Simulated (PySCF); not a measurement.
silanone (H2OSi), SMILES [SiH2]=O. Heavy atoms are numbered as in [SiH2:1]=[O:2]. Hydrogens are named by the atom that carries them.

Coordinates come from a B3LYP-D3(BJ)/def2-TZVP optimisation.

The numbers are results of CAM-B3LYP/def2-TZVPD (PySCF), not measurements.

ESP charges are fitted to the potential on shells at 1.4 to 2.0 van der Waals radii. Atomic charges (e), one atom of each kind:

```json
[
 {"atom": "Si1 (SiH2)", "meta-Löwdin": "1.00", "ESP fit": "0.86"},
 {"atom": "O2", "meta-Löwdin": "-0.78", "ESP fit": "-0.65"},
 {"atom": "H on Si1", "meta-Löwdin": "-0.11", "ESP fit": "-0.10"}
]
```
